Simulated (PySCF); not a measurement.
SMILES [Br][GeH]([Br])[Cl] (CAM-B3LYP/def2-SVP optimised geometry):

```
5

Ge    -0.369    -1.074     0.000
Cl    -1.088    -2.070     1.754
Br    -1.156    -2.174    -1.846
Br    -1.156     1.074     0.000
H      1.156    -1.074     0.000
```

Level of theory: PySCF 2.14.0 with CAM-B3LYP/def2-TZVP.

Problem. What are the frontier orbital energies and the dipole moment?

Solution. HOMO-2 -10.30 eV, HOMO-1 -10.27 eV, HOMO -10.05 eV, LUMO -0.96 eV, LUMO+1 0.75 eV; dipole moment 1.32 D.

On the same geometry PBE/def2-TZVP in PySCF 2.14.0 gives HOMO-2 -7.68 eV, HOMO-1 -7.63 eV, HOMO -7.44 eV, LUMO -2.85 eV, LUMO+1 -1.15 eV; dipole moment 1.18 D.

Meta-Löwdin charges at CAM-B3LYP/def2-TZVP: Ge1 0.76, Cl2 -0.27, Br3 -0.22, Br4 -0.22, H5 -0.04.
